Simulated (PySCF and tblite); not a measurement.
C5H3NOS, numbered as in [N:1]#[C:2][c:3]1[cH:4][o:5][cH:6][c:7]1[SH:8].

Level: PBE0-D3(BJ)/pcSseg-1//GFN2-xTB, thermal terms from GFN2-xTB, symmetry numbers and mirror pairs counted. Conformers within 2.5 kcal/mol (GFN2-xTB free energy) were kept, 5 at most. GIAO shieldings: PBE0/pcSseg-1. Shifts are against TMS (¹H), TMS (¹³C), NH3 (¹⁵N) at the same level. Programs: PySCF with density fitting and tblite.

Problem. Predict the averaged NMR shifts at 298.15 K.

Solution. ¹H: 7.82 (H4, 1H), 7.32 (H6, 1H) ppm. ¹³C: 155.8 (C4), 142.7 (C6), 129.3 (C7), 116.6 (C2), 106.4 (C3) ppm. ¹⁵N: 331.3 (N1) ppm.

Problem. How do the conformers differ?

Solution. Torsions listed: C3–C7–S8–H8.
| conformer | shape | weight % |
| --- | --- | --- |
| 1 | 0° | 89.3 |
| 2 | 180° | 10.7 |

```tsv
signal	1	2	average
H4	7.82	7.83	7.82
H6	7.34	7.24	7.32
C2	116.7	115.8	116.6
C3	106.5	105.4	106.4
C4	155.6	157.3	155.8
C6	142.8	141.4	142.7
C7	129.3	129.6	129.3
N1	331.3	331.1	331.3
```

The minima are those of GFN2-xTB; planar forms about aryl–S or allylic bonds may be saddles in DFT. Other tautomers (keto or thione forms) aren't considered and may dominate. H on N, O and S are left out: they exchange, and hydrogen bonds move them by several ppm. Unscaled ¹⁵N shifts at such levels can be off by tens of ppm; differences between conformers or isomers are more reliable. Shifts are unscaled: against experiment ¹³C can be off by 15 ppm or more and ¹H by 0.8 ppm.


¹⁵N shifts are against a computed isolated NH3 molecule, about 20 ppm from the liquid.